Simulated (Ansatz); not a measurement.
A CCSD(T) single point on H₇NO₆Si₂, SMILES `O[Si](O)(O)N[Si](O)(O)O`.

```yaml
crystal:
  periodic: [false, false, false]
  atoms:
    - {symbol: O, position_ang: [-0.674515, -0.979855, -1.805521]}
    - {symbol: Si, position_ang: [0.358835, 0.254975, -1.575503]}
    - {symbol: O, position_ang: [1.879002, 0.031763, -2.130572]}
    - {symbol: O, position_ang: [-0.199831, 1.540838, -2.422719]}
    - {symbol: N, position_ang: [0.527511, 0.508649, 0.117751]}
    - {symbol: Si, position_ang: [-0.252595, -0.171012, 1.466106]}
    - {symbol: O, position_ang: [0.791043, -0.289880, 2.722371]}
    - {symbol: O, position_ang: [-1.535434, 0.634017, 2.079482]}
    - {symbol: O, position_ang: [-0.842696, -1.609430, 0.923718]}
    - {symbol: H, position_ang: [-0.820476, -1.529856, -1.023977]}
    - {symbol: H, position_ang: [2.015209, 0.230689, -3.058236]}
    - {symbol: H, position_ang: [-1.152011, 1.647366, -2.439823]}
    - {symbol: H, position_ang: [1.237136, 1.191060, 0.350822]}
    - {symbol: H, position_ang: [1.643376, -0.689431, 2.542931]}
    - {symbol: H, position_ang: [-1.373786, 1.179300, 2.850162]}
    - {symbol: H, position_ang: [-1.600750, -1.949204, 1.403007]}
basis:
  gaussian: {orbitals: def2-TZVPP}
correlation: {method: ccsd_t}
output: {orbitals: {seedname: orbitals}}
```

```sh
$ ansatz run in.yaml --threads 2 --pin off --events-out ev --progress --plain --backend cuda
```

The program prints (abridged):

```
Functional definition: HF
2445 factors; integrals over basis functions are off by at most 1.8e-3 eV
mean field evaluation 1: about -29547.9121 eV, gradient 7.9e1 eV
mean field evaluation 2: about -29548.3830 eV, gradient 8.0e1 eV
mean field evaluation 4: about -29558.7492 eV, gradient 4.4e0 eV
mean field evaluation 8: about -29558.8555 eV, gradient 3.8e-1 eV
mean field -29558.85594634 eV, -1086.2679203158 hartree, gradient 2.3e-6 eV, S^2 0.000000; 0 other end points of the search recorded, 0 dependent functions left out
17 core orbitals not correlated: weight in the atoms' cores, before any rotation towards them, 1.000 or more for the frozen orbitals, at most 0.000 for the correlated occupied ones
reference -29558.85594634 eV, -1086.2679203158 hartree; 28, 28 occupied and 354, 354 virtual orbitals, 2445 factors
second order -50.96598575 eV of doubles, -0.00000000 eV of singles
cycle   1  -50.36198454 eV  change    6.0e-1 eV  update   1.3e-1
cycle   2  -51.35852462 eV  change    -1.0e0 eV  update   3.6e-2
cycle   3  -51.57917570 eV  change   -2.2e-1 eV  update   1.8e-2
cycle   4  -51.54847284 eV  change    3.1e-2 eV  update   3.5e-3
cycle   5  -51.54659508 eV  change    1.9e-3 eV  update   1.5e-3
cycle   6  -51.54790253 eV  change   -1.3e-3 eV  update   4.3e-4
cycle   7  -51.54762569 eV  change    2.8e-4 eV  update   1.5e-4
cycle   8  -51.54750148 eV  change    1.2e-4 eV  update   4.4e-5
cycle   9  -51.54750028 eV  change    1.2e-6 eV  update   1.5e-5
perturbative correction -1.86109121 eV, -0.0683938406 hartree
Total energy: -29612.26453783 eV, -1088.2306498513 hartree
```

Run time 50 s (2 threads of an AMD EPYC 7R13 on a shared host and a share of an NVIDIA H100 80 GB); peak host memory 1.7 GiB.

MP2 recovers 95.4 % of the CCSD(T) correlation energy and the triples give 3.5 %; T1 = 0.0114.
